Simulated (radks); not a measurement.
Values are calculated unless marked as measured or tabulated.
Au LV, configuration [Ar] 3d7. Level of theory: non-relativistic Kohn-Sham, LB94 model potential, spin-polarised, spherical densities, point nucleus; open shells are filled with parallel spins first (spin-orbit coupling, left out, can overturn this in heavy ions); relativity is left out, which matters for an element this heavy (a radial shooting solver on a logarithmic mesh with Libxc functionals).

Radial electron density D(r) = 4 pi r^2 rho(r):

```
   r/bohr * D(r) (the largest magnitude, 135, reaches the edge; | marks zero)
 0.001097 | *
 0.001373 |  *
 0.001703 |   *
 0.002131 |     *
 0.002645 |       *
 0.003283 |           *
 0.004107 |               *
 0.005097 |                    *
 0.006326 |                          *
 0.007914 |                                *
 0.009822 |                                     *
  0.01219 |                                        *
  0.01525 |                                        *
  0.01893 |                                       *
  0.02368 |                                     *
  0.02939 |                                     *
  0.03648 |                                           *
  0.04563 |                                                  *
  0.05664 |                                                      *
  0.07029 |                                                  *
  0.08794 |                                         *
   0.1091 |                                    *
   0.1355 |                                      *
   0.1695 |                                      *
   0.2103 |                            *
   0.2631 |            *
   0.3266 |   *
   0.4053 |*
   0.5071 *
   0.6293 *
```

D(r) has 3 maxima, at r = 0.0142, 0.0571, 0.154 bohr, and minima at 0.0252, 0.111 bohr, inside which lie 1.96, 11.57 electrons.
